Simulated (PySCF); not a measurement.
**How methods differ on the ionisation energy of Co**

Co [Ar] 3d7 4s2 (4F) → Co⁺ [Ar] 3d8 (3F), as a difference of total energies. All numbers are calculated (PySCF 2.14, the non-relativistic Hamiltonian (point nucleus), in def2-TZVPPD (6s6p4d2f1g, 67 functions)). Correlated levels: valence: [Ar] frozen. The calculations carry no spin-orbit coupling.

| method | ionisation energy (eV) | difference from reference (eV) |
| --- | --- | --- |
| UHF | 7.845 | -0.024 |
| MP2 (valence) | 6.881 | -0.988 |
| SCS-MP2 (valence) | 6.925 | -0.944 |
| CCSD (valence) | 7.534 | -0.335 |
| CCSD(T) (valence) | 7.523 | -0.346 |

Reference: 7.869 eV (measured; NIST levels, between the centres of gravity of the two terms).

These non-relativistic numbers lack the scalar-relativistic shift.

Errors of the correlated levels include the incompleteness of this basis and the frozen core.
